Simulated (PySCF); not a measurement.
Compound: C2H5FNSi (doublet state).
Z-matrix (Å and degrees, GFN2-xTB geometry), rows numbered from 1:
```
C 
C   1  1.2894
Si  2  1.9133  1  124.35
N   3  1.7120  2  108.39  1    89.82
F   3  1.6106  2  109.79  1   -22.54
H   1  1.0680  2  135.10  3     0.61
H   2  1.0828  1  121.05  3  -179.94
H   3  1.4586  2  111.67  1  -137.18
H   4  1.0072  3  119.63  2  -157.82
H   4  1.0046  3  121.31  2    55.77
```

The hyperfine couplings belong to this conformer and change with its torsions.

The species is `[H]/[C]=C\[Si@H](N)F` [radical].

Computed, not measured: UKS B3LYP, pcH-1 on C F H N Si, non-relativistic, mean-field spin-orbit, GIAO in PySCF 2.14.0. Isolated species at its GFN2-xTB geometry (one conformer only). The geometry wasn't refined by DFT: couplings that depend on bond lengths, twists or pyramidal angles can differ widely from those at the functional's own minimum. Stability of the SCF solution: not tested.

(1) Match the computed a_iso(13C) values +312.8, -30.5 MHz with the sites C1; C2.

(2) Match the computed a_iso(1H) values +153.3, +66.9, +28.5, +5.7, -0.3 MHz with the sites H6; H7; H8; H9; H10.

Results:

(1) 
```tsv
site	a_iso (MHz)	ρ(0) (bohr⁻³)	position	distance from C1 (Å)	spin population	largest |T| (MHz)
C1	+312.8	+0.2783	largest spin population	0.00	+0.97	135.2
C2	-30.5	-0.0271	1 bond from C1	1.29	-0.15	19.6
```

(2) 
```tsv
site	a_iso (MHz)	ρ(0) (bohr⁻³)	position	distance from C1 (Å)	bound to	spin population there	largest |T| (MHz)
H6	+66.9	+0.0150	1 bond from C1	1.07	C1	+0.97	37.8
H7	+153.3	+0.0343	2 bonds from C1, on C2 of spin population -0.15	2.07	C2	-0.15	12.7
H8	+28.5	+0.0064	3 bonds from C1	3.90	Si3	+0.08	2.8
H9	+5.7	+0.0013	4 bonds from C1	4.56	N4	0.00	1.6
H10	-0.3	-0.0001	4 bonds from C1	4.08	N4	0.00	2.2
```

ρ(0) is the spin density at the nucleus and T the dipolar tensor; a_iso includes a spin–orbit part. The largest Mulliken spin populations are on C1 (+0.97), C2 (-0.15), Si3 (+0.08) and H7 (+0.06). C1 is the only atom above +0.15. The positive populations add up to 1.15 and the negative ones to -0.15, together 2S = 1.

H9 and H10 aren't averaged: N4 is flat or nearly so (angle sum 352°), and its turn about the short N4–Si3 bond (1.71 Å) is taken as slow.

Time: 29 s of wall time (with the writing of density and orbital grids); peak memory 0.69 GiB. Hardware: one thread of an Arm Neoverse V1, shared host with 32 logical CPUs at a one-minute load of 28.
